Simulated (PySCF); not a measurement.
An unknown gives this computed stick spectrum. The calculation used TDDFT PBE0/def2-SVPD, vertical, gas phase, core orbitals frozen in the response (PySCF 2.14.0, density-fitted response routines). Geometries: GFN2-xTB, one conformer each.

```json
{"state": "S1", "λ (nm)": "336.9", "f": "0.0003"}
{"state": "S2", "λ (nm)": "287.4", "f": "0.0069"}
{"state": "S3", "λ (nm)": "268.4", "f": "0.043"}
{"state": "S4", "λ (nm)": "251.7", "f": "0.012"}
{"state": "S5", "λ (nm)": "223.4", "f": "0.036"}
{"state": "S6", "λ (nm)": "217.2", "f": "0.107"}
{"state": "S7", "λ (nm)": "201.6", "f": "0.0079"}
{"state": "S8", "λ (nm)": "199.1", "f": "0.111"}
```

Question: Which structure fits?
A. `CCn1ncc(Cl)n1`
B. `CNc1ccccc1`
C. `CNC(=O)C#CC=O`

Answer: C. Its S1, at 3.68 eV, is the lowest among the candidates; the nearest of the others has S1 at 4.70 eV. S1 is HOMO-2→LUMO (68%), HOMO-1→LUMO (28%). Löwdin shares by element: HOMO nitrogen 45%, oxygen 25% or more, carbon 17% or more; LUMO carbon 58% or more, oxygen 25% or more (atoms not listed hold the other 18%). At the same level the other candidates give, for their lowest levels:
- `CNc1ccccc1`: 264 nm (f 0.040); 233 nm (f 0.004); 225 nm (f 0.214); 209 nm (f 0.008); 204 nm (f 0.004); T1 3.80 eV; HOMO -5.71, LUMO -0.01 eV
- `CCn1ncc(Cl)n1`: 202 nm (f 0.189); 194 nm (f 0.001); 178 nm (f 0.001); 173 nm (f 0.009); 171 nm (f 0.011); T1 4.66 eV; HOMO -7.45, LUMO -0.44 eV

Conformer computed: `[CH3:1][NH:2][C:3](=[O:4])[C:5]#[C:6][CH:7]=[O:8]`: C1–N2–C3–O4 0°.
Triplets come from the Tamm–Dancoff approximation.
